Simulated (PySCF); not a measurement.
SbH2Cl, SMILES [Cl][SbH2]. Atoms are numbered in the order given.

```xyz
4

Sb    -0.5674     0.0481     0.0000
H     -0.7275    -1.1488     1.2142
H     -0.7275    -1.1488    -1.2142
Cl     1.7877    -0.0092     0.0000
```

Geometry: PBE0-D3(BJ)/def2-TZVP. The def2 effective core potentials stand for the cores of Sb; spin–orbit coupling is left out.

These are r2SCAN/def2-TZVPD in PySCF values and carry that method's errors.

Mulliken values depend strongly on the basis, most of all with diffuse functions as here. ESP charges are fitted to the potential on shells at 1.4 to 2.0 van der Waals radii. Atomic charges (e):

```
atom  Mulliken  ESP fit
----  --------  -------
Sb1       0.41        ?
H2       -0.01        ?
H3       -0.01        ?
Cl4      -0.40        ?
```

Fill in the missing entries. (The exact figures need the calculation; the answer reports its results.)


- Sb1, ESP fit: 0.24
- H2, ESP fit: -0.01
- H3, ESP fit: -0.01
- Cl4, ESP fit: -0.21
